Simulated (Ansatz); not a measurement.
`C[BH-](C)[NH2+][SiH3]`, relaxed with RKS PBE0-D4/def2-TZVP in Ansatz from a PBE-D4/def2-SVP geometry. The force threshold is 0.005 eV/Å; the program also tests the step.

The species carries charge 0 and has multiplicity 1.

Start:

```xyz
17

C    -1.697   -0.118    0.540
B    -0.415    0.038   -0.434
C    -0.425   -0.863   -1.775
N     0.934   -0.414    0.474
Si    1.587    1.178    1.083
H    -1.629    0.459    1.490
H    -2.612    0.247    0.026
H    -1.898   -1.180    0.812
H    -0.154    1.243   -0.675
H    -1.261   -0.554   -2.440
H    -0.581   -1.946   -1.564
H     0.501   -0.773   -2.387
H     1.614   -0.890   -0.137
H     0.676   -1.089    1.210
H     0.477    1.952    1.711
H     2.624    0.859    2.134
H     2.258    1.852   -0.068
```

```
step  energy (eV)  largest force (eV/Å)  largest move (Å)
   1  -12307.9370                 0.522             0.000
   2  -12307.9944                 0.192             0.029
   3  -12308.0013                 0.065             0.017
   4  -12308.0016                 0.026             0.009
   5  -12308.0017                 0.040             0.030
   6  -12308.0019                 0.026             0.008
   7  -12308.0020                 0.008             0.008
   8  -12308.0021                 0.007             0.013
   9  -12308.0021                 0.005             0.016
```

End:

```xyz
17

C    -1.707   -0.138    0.530
B    -0.424    0.050   -0.419
C    -0.400   -0.831   -1.761
N     0.909   -0.404    0.500
Si    1.598    1.156    1.047
H    -1.650    0.420    1.474
H    -2.610    0.214    0.023
H    -1.888   -1.192    0.784
H    -0.183    1.240   -0.640
H    -1.218   -0.539   -2.427
H    -0.533   -1.903   -1.561
H     0.522   -0.717   -2.344
H     1.557   -0.928   -0.082
H     0.618   -1.021    1.253
H     0.531    1.943    1.692
H     2.656    0.849    2.053
H     2.221    1.801   -0.124
```

Hardware: 4 threads of an Arm Neoverse V2 on a shared host. Wall time 42 s, peak host memory 0.71 GiB.
